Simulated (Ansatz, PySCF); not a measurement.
Reaction (SMILES): FC(F)(F)C(F)(F)C(F)(F)F [1,1,1,2,2,3,3,3-octafluoropropane] + 10 [H][H] (H2) → 3 C (CH4) + 8 F (HF)
Geometries: B3LYP-D3(BJ)/def2-TZVP minima from Ansatz (a first-principles code), one conformer each, not searched for the lowest. Frequencies are from Ansatz or PySCF.

Wanted: energy of full hydrogenation (enthalpy at 298 K, with B3LYP-D3(BJ) rigid-rotor harmonic-oscillator terms), in kcal/mol. Cores are frozen in the correlated levels unless marked. Spin-orbit coupling is left out. Non-relativistic. Basis-set limits of correlation are two-point, X^-3; Hartree-Fock from the larger set. The bracket is a focal-point correction in the basis named.

| level | program | energy of full hydrogenation (kcal/mol) | minus last row |
|---|---|---|---|
| BLYP/def2-TZVPD | Ansatz | -145.0 | 11.1 |
| PBE0/6-31G* | Ansatz | -56.0 | 100.1 |
| HSE06-D4/def2-TZVPD | Ansatz + dftd4 | -147.7 | 8.4 |
| LC-wPBE-D4/def2-TZVPD | Ansatz + dftd4 | -146.6 | 9.5 |
| MP2/6-31G* | Ansatz | -58.5 | 97.6 |
| MP2/aug-cc-pVDZ | Ansatz | -176.7 | -20.6 |
| RI-MP2/aug-cc-pVTZ | Ansatz | -163.1 | -7.0 |
| RI-MP2/cc-pVTZ | Ansatz | -150.2 | 5.9 |
| SCS-MP2/STO-3G | Ansatz | 48.4 | 204.5 |
| CCSD/6-31G* | Ansatz | -61.6 | 94.5 |
| CCSD/aug-cc-pVDZ | Ansatz | -172.5 | -16.4 |
| CCSD(T)/STO-3G | Ansatz | 64.2 | 220.3 |
| CCSD(T)/6-31G* | Ansatz | -48.0 | 108.1 |
| RI-MP2/CBS(aug-cc-pVTZ,aug-cc-pVQZ)+[CCSD(T)-MP2]/aug-cc-pVDZ | Ansatz | -154.2 | 1.9 |
| RI-MP2/CBS(aug-cc-pVTZ,aug-cc-pVQZ)+[CCSD(T)-MP2]/aug-cc-pVTZ | Ansatz | -156.1 | 0.0 |
